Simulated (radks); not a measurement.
Neutral calcium inside a hard spherical wall (all orbitals vanish at R), configuration held at [Ar] 4s2 and not refilled when levels cross. All-electron calculation, scalar-relativistic Kohn-Sham, PBE, spin-unpolarised, spherical densities, finite nucleus; Fermi nuclear charge, rms radius 3.4776 fm. Program: a radial shooting solver on a logarithmic mesh with Libxc functionals. Eigenvalues in eV, with the zero of energy where the potential of the charges vanishes at infinity; a dash marks a level that is unbound or too diffuse for the functional's potential to be trusted. A positive occupied level is held by the wall or, in an anion where self-interaction has pushed it up, behind a barrier. The pressure on the wall is -dE/dV.

R (bohr)  E (hartree)  kinetic (hartree)    e(2p)    e(3s)    e(3p)   e(4s)  e(3d, empty)  e(4p, empty)  pressure (GPa)
free       -680.32405            684.945  -334.74  -47.092  -28.008  -3.766        -1.947        -1.403               0
20         -680.32405            684.945  -334.74  -47.092  -28.008  -3.766        -1.947        -1.402        < 0.0001
12         -680.32372            684.949  -334.70  -47.057  -27.974  -3.742        -1.915        -1.328         0.00534
10         -680.32171            684.965  -334.56  -46.920  -27.838  -3.642        -1.793        -1.121          0.0527
7          -680.28499            685.154  -333.31  -45.746  -26.683  -2.575        -0.741         0.586            1.72
4          -679.61089            687.366  -326.11  -39.648  -20.769   9.225         5.788        16.114             115
3          -677.86792            692.820  -314.89  -31.884  -12.913  33.729        15.550        44.316             898
2.5        -675.07103            701.279  -300.51  -22.447   -2.808  67.405        27.703        80.252            3240
2          -667.44485            722.423  -271.08   -0.962   20.601  145.40        53.776        159.19           14700
